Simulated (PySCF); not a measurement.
Species: C3H11PSi2.
SMILES with atom numbers: `[CH2:1]=[CH:2][CH2:3][SiH2:4][SiH2:5][PH2:6]` (hydrogens: H7, H8 on C1; H9 on C2; H10, H11 on C3; H12, H13 on Si4; H14, H15 on Si5; H16, H17 on P6)

Computed with PBE0-D3(BJ)/def2-SVP geometry optimisation, gas phase in PySCF 2.14.0.

(1) Give the optimised bond lengths and angles.

Answers

(1) 
```csv
bond,length (Å)
C1=C2,1.336
C2–C3,1.494
C3–Si4,1.902
Si4–Si5,2.346
Si5–P6,2.275
C1–H7,1.095
C1–H8,1.093
C2–H9,1.098
"C3–H10, C3–H11",1.103
"Si4–H12, Si4–H13",1.498
"Si5–H14, Si5–H15",1.496
"P6–H16, P6–H17",1.429
```

Bonds in one row agree within 0.01 Å and their mean is given. A selection of angles:
```csv
angle,degrees
C2–C1–H7,121.5
C2–C1–H8,121.2
H7–C1–H8,117.3
C1–C2–C3,125.4
C1–C2–H9,118.6
C3–C2–H9,115.9
C2–C3–Si4,110.4
C2–C3–H10,111.6
Si4–C3–H10,108.3
H10–C3–H11,107.6
C3–Si4–Si5,108.3
C3–Si4–H12,110.5
C3–Si4–H13,110.2
Si5–Si4–H12,109.4
H12–Si4–H13,108.1
Si4–Si5–P6,106.2
Si4–Si5–H14,110.9
P6–Si5–H14,112.5
P6–Si5–H15,107.7
H14–Si5–H15,108.3
Si5–P6–H16,95.2
Si5–P6–H17,93.4
H16–P6–H17,93.6
```

Torsions: C1–C2–C3–Si4 103° (anticlinal); C2–C3–Si4–Si5 -59° (synclinal); C3–Si4–Si5–P6 -46° (synclinal). The mirror-image conformer, all signs reversed, is as good.

P6 (three-coordinate phosphorus) is pyramidal (angles 95.2°, 93.6° and 93.4°, sum 282.3°, 0.86 Å off the plane of its three neighbours). Si4 (SiH2 silicon) is tetrahedral (angles from 108.1° to 110.5°). The C–C distances run from 1.336 Å (C1=C2, drawn double) to 1.494 Å (C2–C3, drawn single), a spread of 0.158 Å. Of the pairs four or more bonds apart, C1···Si5 is among the closest relative to their van der Waals radii: 3.86 Å, 102 % of the sum of Bondi's values. Si5 (SiH2 silicon) is tetrahedral (angles from 106.2° to 112.5°).

Point group: C1 (no symmetry element, even within 0.4 Å). Not checked by PBE0-D3(BJ)/def2-SVP frequencies. The numbers are those of one conformer (C1–C2–C3–Si4 103°, C2–C3–Si4–Si5 -59°, C3–Si4–Si5–P6 -46°, Si4–Si5–P6–H -166° and -72°).
